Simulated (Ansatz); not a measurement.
`C/C(Cl)=C\[SiH3]` + `CO[SiH](O)O` → `CO[SiH](O)O[SiH3]` + `C=C(C)Cl`  (ligand exchange at the Si–C bond)

Computed with Ansatz on PBE0-D4/def2-TZVP structures; ΔE is electronic, products minus reactants. CCSD(T)/CBS is the MP2 limit (def2-TZVPP, def2-QZVPP) plus CCSD(T) − MP2 in def2-TZVPP, frozen cores. DFT in def2-TZVPP. B3LYP here is the variant with VWN-RPA as its local correlation; programs differ in this. Each species was taken in one conformer, which may not be the lowest.

```csv
level,ΔE (kJ/mol),difference from CCSD(T)/CBS
B3LYP-D4,-105.0,-1.8
ωB97X-V,-102.7,0.5
ωB97M-V,-101.5,1.7
B2PLYP,-106.2,-3.0
r2SCAN,-98.8,4.4
PBE0,-93.7,9.5
HF/def2-TZVPP,-129.3,-26.1
CCSD(T)/def2-TZVPP,-102.8,0.4
MP2/def2-QZVPP,-102.8,0.4
CCSD/CBS(def2),-107.7,-4.5
CCSD(T)/CBS,-103.2,0
```

Largest T1 diagnostic among the species: 0.011.

From PBE to PBE0 (25 % exact exchange), in def2-TZVPP and without D4, ΔE moves by −7.1 kJ/mol. In def2-TZVPP, CCSD(T) changes the Hartree–Fock value by +26.5 kJ/mol (the triples alone add +4.5 kJ/mol) and MP2 by +27.6 kJ/mol.

CCSD(T)/CBS has its own doubt, a few kJ/mol and more with outer-core shells, so smaller differences from it don't rank the levels.
